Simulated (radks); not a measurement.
Values are calculated unless marked as measured or tabulated.
Q: The oxygen anion O-, [He] 2s2 2p5, held by a Watson sphere: a shell of charge +1.43 at radius R that stands for the Madelung well of a crystal (potential energy -1.43/R inside, -1.43/r outside, in hartree with lengths in bohr). Code: a radial shooting solver on a logarithmic mesh with Libxc functionals. Model: non-relativistic Kohn-Sham, PBE, spin-unpolarised, spherical densities, point nucleus. Response by self-consistent Sternheimer equations with the Hartree and adiabatic LDA kernel. The sphere does not respond.

R (bohr)  e(1s) (eV)  e(2s) (eV)  e(2p) (eV)  <r> 2p (bohr)  sum of <r^2> (bohr^2)  X-ray form factor at sin(theta)/lambda = 0.3 1/angstrom  alpha (bohr^3)
1.85         -515.23     -28.203     -13.414          1.332                  15.12                                                    4.187           7.283
2.34         -514.16     -26.013     -11.474          1.394                  16.59                                                    4.112           9.991
2.48         -513.83     -25.482     -10.984          1.409                  16.95                                                    4.101           10.86
2.73         -513.24     -24.623     -10.176          1.432                  17.55                                                    4.089           12.49

Estimate the row for R = 1.76 bohr.

A: e(1s) (eV) -515.39; e(2s) (eV) -28.666; e(2p) (eV) -13.806; <r> 2p (bohr) 1.318; sum of <r^2> (bohr^2) 14.81; X-ray form factor at sin(theta)/lambda = 0.3 1/angstrom 4.211; alpha (bohr^3) 6.843.
